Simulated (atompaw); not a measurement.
**Before and after: PAW (atompaw) potential for platinum**

atompaw 4.2.0.5 input, output lines left out:

```
Pt 78
GGA-PBESOL scalarrelativistic loggrid 2001 logderivrange -6 5 276
6 6 5 4 0 0
6 0 1
6 1 0
5 2 9
0 0 0
c
c
c
c
c
v
c
c
c
v
v
c
c
v
c
2
2.80 2.05 2.25 1.65
y
0.6
n
n
y
0.1
n
bloechl sinc
3 1 troulliermartins
```

Change: all radii scaled by about 0.90 (s 2.52, p 1.26, d 2.12 bohr); local potential troulliermartins scheme with l = 3 at 1 Ry, radius 2.02 bohr; augmentation sinc compensation charge, radius 1.84 bohr; PAW radius 2.52 bohr; waves and projectors: bloechl; core correction smooth core density matched at 1.48 bohr.

Cutoffs: the cutoffs (Ry, on a coarse ladder) from which the occupation-weighted sum of valence levels, in a spherical-Bessel basis at the reference potential, stays within 10 and 1 mRy of its value at 400 Ry; they do not see the model core or the augmentation charge, which bear on the density cutoff.

Q: What does the change do?

A: The potential gets harder (35 Ry and 55 Ry → 45 Ry and 70 Ry); both files keep a bound ghost (s). A smaller radius makes the pseudo-wave follow the all-electron one further in, where it bends more sharply, so more plane waves are needed.

| quantity | base | changed |
| --- | --- | --- |
| cutoff, loose | 35 Ry | 45 Ry |
| cutoff, tight | 55 Ry | 70 Ry |
| loose cutoff by channel (10 mRy a level) | s 6 Ry, p 25 Ry, d 30 Ry | s 6 Ry, p 30 Ry, d 35 Ry |
| bound ghosts | s | s |
| lowest overlap eigenvalue by channel | s 0.01, p 0.86, d 1.00 | s 0.00, p 0.78, d 0.94 |

 A true bound ghost makes a file unfit for plane-wave use even where its test errors are small: the radial tests pick states by their node count and pass the ghost by. The cutoffs see the waves, projectors and local potential, not the compensation charge or the core.
